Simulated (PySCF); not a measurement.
## Multinuclear NMR of trimethylborane

Molfile (atoms numbered from 1):
```
C3H9B
     RDKit          3D

 13 12  0  0  0  0  0  0  0  0999 V2000
   -0.2600    1.6159   -0.1754 C   0  0  0  0  0  0  0  0  0  0  0  0
    0.1120    0.0951   -0.0772 B   0  0  0  0  0  0  0  0  0  0  0  0
    1.6059   -0.3657    0.0332 C   0  0  0  0  0  0  0  0  0  0  0  0
   -1.0320   -0.9782   -0.0553 C   0  0  0  0  0  0  0  0  0  0  0  0
   -0.7169    1.9151    0.7780 H   0  0  0  0  0  0  0  0  0  0  0  0
    0.5757    2.2912   -0.3692 H   0  0  0  0  0  0  0  0  0  0  0  0
   -1.0394    1.7899   -0.9255 H   0  0  0  0  0  0  0  0  0  0  0  0
    1.8468   -0.3553    1.1077 H   0  0  0  0  0  0  0  0  0  0  0  0
    2.3222    0.3068   -0.4442 H   0  0  0  0  0  0  0  0  0  0  0  0
    1.7837   -1.3907   -0.3026 H   0  0  0  0  0  0  0  0  0  0  0  0
   -2.0084   -0.6027    0.2603 H   0  0  0  0  0  0  0  0  0  0  0  0
   -1.1520   -1.3203   -1.0944 H   0  0  0  0  0  0  0  0  0  0  0  0
   -0.7828   -1.8724    0.5218 H   0  0  0  0  0  0  0  0  0  0  0  0
  1  2  1  0
  2  3  1  0
  2  4  1  0
  1  5  1  0
  1  6  1  0
  1  7  1  0
  3  8  1  0
  3  9  1  0
  3 10  1  0
  4 11  1  0
  4 12  1  0
  4 13  1  0
M  END
```

PySCF 2.14.0 with density-fitted response routines calculation with couplings computed with B3LYP/pcJ-2 (spin–dipole term only in couplings to heteroatoms), NMR shieldings at B97-2/pcSseg-2/GIAO and coordinates at the PBE0-D3(BJ)/def2-TZVP level; relativity neglected, gas phase, one conformer, one averaged value for each set of equivalent atoms.

Task: Where does 11B resonate?

Result: 
```
atoms          environment  σ (ppm)  δ (ppm)
   B2  boron bonded to 3 C     14.1     84.8
```

Shieldings were converted by a linear fit to measured shifts: 11B: δ = 98.64 − 0.983σ (rms 2.4 ppm, 15 shifts, 9.8 ppm with the 3 outliers that the fit left out vs BF3·OEt2, solution or neat liquid). Occasional misses reach two or three times the rms, and more in compound classes unlike the fitted ones. Couplings are scaled by factors fitted to measured values: 2J(H,H) × 0.91 (rms 0.8 Hz); all others are unscaled and can be 10–30 % off.

Couplings (the largest are listed; each averaged over equivalent pairs): 1J(C1,B2) = 48.6 Hz, 2J(B2,H5) = -4.6 Hz.

On a 500 MHz spectrometer 11B resonates near 160.4 MHz, so 1 ppm is 160.4 Hz.
